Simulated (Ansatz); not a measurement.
Geometry optimisation, Ansatz, UHF/def2-SVP.

Input:

```yaml
crystal:
  periodic: [false, false, false]
  atoms:
    - { symbol: H, position_ang: [-0.1667, -0.5387, -0.28] }
    - { symbol: C, position_ang: [0.1466, 0.1893, -1.4228] }
    - { symbol: "N", position_ang: [-0.0624, 1.5714, -1.2602] }
    - { symbol: Ge, position_ang: [-0.1849, -1.1912, 1.6039] }
    - { symbol: H, position_ang: [-0.4947, -0.2243, -2.1942] }
    - { symbol: H, position_ang: [1.1913, -0.0394, -1.5969] }
    - { symbol: H, position_ang: [-1.0296, 1.813, -1.0839] }
    - { symbol: H, position_ang: [0.539, 1.9866, -0.5601] }
    - { symbol: H, position_ang: [-0.3667, 0.1097, 2.3979] }
    - { symbol: H, position_ang: [1.2956, -1.4653, 1.8711] }
    - { symbol: H, position_ang: [-0.8674, -2.2111, 2.5253] }
magnetization:
  spin_polarized: true
  initial_magnetization: 1
basis:
  gaussian: { orbitals: def2-SVP }
hamiltonian:
  xc: hf
relax:
  f_tol: 0.15
  max_steps: 25
  restrain:
    - { distance: [0, 3], at: 1.51, k: 30.0 }
    - { distance: [1, 0], at: 2.37, k: 30.0 }
```

Launched with:

```bash
$ ansatz run input.yaml --threads 2 --pin off --max-ram 3072MiB --backend cpu --events-out ev --progress --plain --runs-dir out
```

Question: Where does it end, and by what steps?

Answer: The forces met the threshold. The restraints hold the end off the free minimum. After 10 steps the energy has fallen by 0.828 eV (the restraints' own energy left out); H1 moved furthest, 0.66 Å. Joined: H1–Ge4.

```csv
step,energy less start (eV),largest force component (eV/Å),accepted
0,0.0000,2.256,yes
1,0.2486,0.996,yes
2,-0.1010,1.909,yes
3,-0.5995,0.982,yes
4,-0.7836,0.463,yes
5,-0.7997,0.335,yes
6,-0.8059,0.675,yes
7,-0.8203,0.352,yes
8,-0.8339,0.279,no
9,-0.8232,0.328,yes
10,-0.8278,0.350,yes
```

```xyz
11
Properties=species:S:1:pos:R:3
H -0.076 -0.793 0.325
C 0.156 0.304 -1.782
N -0.053 1.603 -1.316
Ge -0.069 -1.109 1.816
H -0.636 -0.124 -2.387
H 1.175 0.046 -2.048
H -0.972 1.776 -0.957
H 0.639 1.931 -0.671
H -0.542 0.116 2.618
H 1.364 -1.449 2.261
H -0.988 -2.302 2.142
```

Time of the run: 20 s on 2 threads of Arm Neoverse V1, on a shared host, peak memory 0.26 GiB.
